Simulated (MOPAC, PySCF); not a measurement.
C₂H₆OSi, SMILES `C=C[SiH2]O` (C–C–Si–O torsion -7°, C–Si–O–H torsion -69°), neutral singlet in the gas phase. 

Cartesian coordinates (Å):
```xyz
10

C      1.5710     0.1334    -0.4691
C      0.7667     0.1177     0.5922
Si    -1.0562    -0.2407     0.4966
O     -1.5712    -0.3471    -1.0714
H      2.6313     0.3497    -0.3925
H      1.1988    -0.0787    -1.4661
H      1.2010     0.3322     1.5676
H     -1.7863     0.8256     1.2308
H     -1.3730    -1.5492     1.1077
H     -1.5822     0.4571    -1.5959
```
Charge 0, spin multiplicity 1.

All levels are single points at this geometry (B3LYP-D3(BJ)/def2-TZVP); Pople sets use spherical d functions. Orbital energies aren't observables, and empty levels follow the basis.

SVWN5/6-31G* in PySCF gives HOMO (eV) = -6.62.

Estimate the HOMO (eV) from each of these levels: B3LYP-D3(BJ)/def2-TZVP in PySCF; B3LYP/6-31G* in PySCF; HF/6-31G* in PySCF; HF/STO-3G in PySCF; PM3 in MOPAC.


```csv
level,HOMO (eV)
B3LYP-D3(BJ)/def2-TZVP in PySCF,-7.73
B3LYP/6-31G* in PySCF,-7.43
HF/6-31G* in PySCF,-10.24
HF/STO-3G in PySCF,-8.56
PM3 in MOPAC,-9.76
```
